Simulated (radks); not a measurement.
Problem. Radial electron density D(r) = 4 pi r^2 rho(r) of an atom or ion with 52 electrons. Method: Dirac Kohn-Sham, PBE, spin-unpolarised, spherical densities, finite nucleus; Fermi nuclear charge, rms radius of each element as measured or else 0.836 A^(1/3) + 0.57 fm; computed with a radial shooting solver on a logarithmic mesh with Libxc functionals.

```
   r/bohr * D(r) (the largest magnitude, 90.7, reaches the edge; | marks zero)
 0.003299 |        *
 0.003872 |          *
 0.004543 |             *
 0.005332 |                *
 0.006257 |                    *
 0.007284 |                        *
 0.008548 |                            *
  0.01003 |                                 *
  0.01177 |                                     *
   0.0137 |                                        *
  0.01608 |                                          *
  0.01887 |                                          *
  0.02215 |                                          *
  0.02599 |                                        *
  0.03026 |                                      *
  0.03551 |                                     *
  0.04167 |                                     *
  0.04889 |                                         *
  0.05738 |                                              *
   0.0668 |                                                   *
  0.07839 |                                                      *
  0.09199 |                                                     *
    0.108 |                                                *
   0.1267 |                                          *
   0.1475 |                                       *
   0.1731 |                                        *
   0.2031 |                                           *
   0.2383 |                                              *
   0.2797 |                                          *
   0.3256 |                                 *
   0.3821 |                      *
   0.4484 |               *
   0.5262 |               *
   0.6175 |                 *
   0.7189 |                 *
   0.8436 |              *
     0.99 |         *
    1.162 |      *
    1.363 |   *
    1.587 |  *
    1.863 | *
    2.186 | *
    2.565 |*
    2.986 *
    3.504 *
    4.112 *
    4.826 *
    5.663 *
    6.592 *
    7.736 *
    9.079 *
    10.65 *
     12.5 *
    14.55 *
```

What is the nuclear charge?

Solution. Z = 54. The innermost maximum, from 1s, lies near gamma/Z bohr with gamma = sqrt(1 - (Z/c)^2) = 0.919, here 0.017 bohr (found: 0.0187), and its height grows with Z. The density is that of the xenon ion Xe2+ in [Kr] 4d10 5s2 5p3 6d1; the configuration itself is not fixed sharply by these data, and Z only to a few units. D(r) has 5 maxima, at r = 0.0187, 0.0822, 0.236, 0.674, 6.33 bohr, and minima at 0.0367, 0.156, 0.494, 4.18 bohr, inside which lie 2.03, 11.23, 28.99, 51.09 electrons.
